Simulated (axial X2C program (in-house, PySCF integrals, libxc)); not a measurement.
## Which functional? An output for TlO

An SCF output computed with an in-house all-electron X2C program for linear molecules (integrals from PySCF) for TlO at 2.019 Å, two-component, state Ω = 1/2, Tl dyall-v3z [12s14p10d6f], O dyall-v3z [6s5p2d1f] (cores contracted in-house), without its first line:

```
basis functions 184  fitting functions 1082  grid points 5077
iter        total energy     max residual
   1     -20331.654251689     1.99e-01
   2     -20331.659783307     1.50e-02
   3     -20331.626454615     5.45e-02
   4     -20331.661460754     7.49e-03
   5     -20331.661961793     4.45e-03
   6     -20331.662168719     9.05e-04
   7     -20331.662175885     1.61e-04
   8     -20331.662176228     4.08e-05
   9     -20331.662176266     1.96e-05
  10     -20331.662176270     4.83e-06
  11     -20331.662176270     5.94e-07
converged
one-electron -28147.30256446  Coulomb 8062.29738203  exact exchange 0.00000000  xc functional -397.16635783  nuclear repulsion 169.83993694  atomic mean-field constant -19.33057295
```

**Question.** Which level of theory produced it?
A. PW91
B. HF
C. PBE0

**Answer.** A. The exact-exchange term against the functional term shows a share of 0 of exact exchange.
